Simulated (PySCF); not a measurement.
# Correlation energy of Ar⁺ (argon, charge +1)

[Ne] 3s2 3p4 4s1, high-spin 4P determinant (an excited configuration). Computed with PySCF 2.14 in aug-cc-pCVQZ-DK (10s9p7d5f3g, 134 functions), with the spin-free X2C one-electron Hamiltonian (Gaussian nucleus). Frozen: 1s2; 15 electrons correlated.

MP2 pair energies summed by pair of shells (mhartree):

| pair | energy | share (%) |
| --- | --- | --- |
| 2p-2p | -197.70 | 39.1 |
| 3p-3p | -67.27 | 13.3 |
| 3s-3p | -66.31 | 13.1 |
| 2s-2p | -63.04 | 12.5 |
| 2p-3p | -39.15 | 7.8 |
| 2p-3s | -20.71 | 4.1 |
| 3p-4s | -13.28 | 2.6 |
| 3s-3s | -10.82 | 2.1 |
| 2s-2s | -10.44 | 2.1 |
| 2s-3p | -6.66 | 1.3 |
| 3s-4s | -4.65 | 0.9 |
| 2s-3s | -3.48 | 0.7 |
| 2p-4s | -1.29 | 0.3 |
| 2s-4s | -0.19 | 0.0 |

Total MP2 correlation energy: -504.99 mhartree.

Same-spin part -134.99 and opposite-spin part -369.99 mhartree; SCS-MP2 scales them by 1/3 and 6/5 to -488.99 mhartree.
